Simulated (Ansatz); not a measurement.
The same path of AlH₃Sb (5 atoms, charge 0, multiplicity 2) was run twice with different band settings. The coordinate that changes most is the height of Sb2 over the plane of its neighbours.

Method: UKS PBE0/def2-SVP (Ansatz).

Relaxed end points:

```xyz
5
Properties=species:S:1:pos:R:3
Al 1.141 -0.920 0.440
Sb -0.542 1.159 0.260
H 0.539 -2.236 1.155
H -1.470 0.168 -0.800
H 0.332 1.828 -1.055
```

```xyz
5
Properties=species:S:1:pos:R:3
Al 0.718 -0.326 1.317
Sb 0.216 0.108 -1.282
H 0.174 -1.725 1.908
H -1.450 0.135 -0.855
H 0.342 1.807 -1.088
```

Common settings: movable images 9; climbing image yes; spring 5.0 eV/Å²; start path IDPP; force threshold 0.05 eV/Å; iteration limit 60; end points relaxed.

| run | optimiser | largest step |
| --- | --- | --- |
| 1 | quadratic models (default) | default |
| 2 | fire | 0.02 Å |

**Question.** What does each run give, and how far can it be trusted?

**Answer.** Run 1: converged after 6 iterations, highest image 0.796 eV above the first end. A vibrational analysis at the climbing image gives one clearly imaginary mode, 482i cm⁻¹: a first-order saddle point.
Run 2: converged after 35 iterations, highest image 0.796 eV above the first end. Another band between the same ends (9 images) ends at a top of the same energy, where a vibrational analysis finds 1 clearly imaginary mode.
